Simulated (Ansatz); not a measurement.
Ideal-gas functions of CH$_{3}$NOSi, SMILES `N=C1O[SiH2]1` at 298.15 K and 1 bar, from an Ansatz frequency run at PBE0-D4/def2-TZVP.

Molar mass 73.13 g/mol, point group Cs (symmetry number 1), electronic degeneracy 1, moments of inertia 25.621, 107.674, 127.169 u Å². Harmonic wavenumbers (cm⁻¹, unscaled): 336, 408, 574, 577, 651, 758, 776, 841, 952, 1015, 1209, 1822, 2259, 2281, 3548.

Use S(trans) = R[1.5 ln M + 2.5 ln T − 1.1517]; rotational temperatures θ = 24.2544 K / I; S(rot) = R[ln(√π/σ · √(T³/θAθBθC)) + 1.5]; for each mode x = 1.438777 ν̃/T, S = R[x/(eˣ − 1) − ln(1 − e⁻ˣ)] and H = RT x/(eˣ − 1); 1 cm⁻¹ = 0.0119627 kJ/mol; R = 8.31446 J/(mol·K).

Problem. By hand: the entropy, in J/(mol·K).

Solution. Translation 162.4. Rotation: θ = 0.9467, 0.2253, 0.1907 K, giving 101.6. Vibration, mode by mode: 5.15, 3.91, 2.08, 2.05, 1.55, 1.02, 0.95, 0.74, 0.47, 0.37, 0.17, 0.01, 0.00, 0.00, 0.00, in all 18.5. Electronic 0.0. Sum 282.5 J/(mol·K).

Problem. By hand: H − E and G − E in kJ/mol, counted from the electronic energy.

Solution. Zero-point energy ½ × 18007 × 0.0119627 = 107.7; thermal vibration 3.9; translation, rotation and pV give 4 RT = 9.9. H − E = 121.5 kJ/mol, and G − E = 121.5 − 298.15 × 282.5/1000 = 37.3 kJ/mol.

Vibration gives 7 % of the entropy. The sum counts one conformer and one mirror image; others add a mixing term.
